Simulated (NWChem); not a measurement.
System: ZnSiH3OBr; SMILES [SiH3][O][Zn][Br]

```xyz
7

Zn     0.1666     0.0827     0.0001
Br    -0.0930    -2.1241     0.0000
O      0.4638     1.8192    -0.0002
Si    -0.2789     3.2861     0.0000
H     -1.1364     3.4733    -1.2165
H      0.7488     4.3702     0.0174
H     -1.1629     3.4598     1.1995
```
Atoms are numbered in this order, from 1.

Program: NWChem. Medium grid unless said otherwise, to which SCAN and Minnesota functionals are sensitive. Structure relaxed at the PBE0/def2-SVP level. Not confirmed as a minimum by frequencies.

Question: Among these, which level gives the highest value of “orbital gap (eV)”?
A) PBE/def2-SVP
B) M06-2X/def2-SVP
C) r2SCAN0/def2-SVP
D) B3LYP/def2-SVP

Answer: B, M06-2X/def2-SVP. Values: PBE/def2-SVP 4.40; B3LYP/def2-SVP 6.16; r2SCAN0/def2-SVP 7.17; M06-2X/def2-SVP 8.69
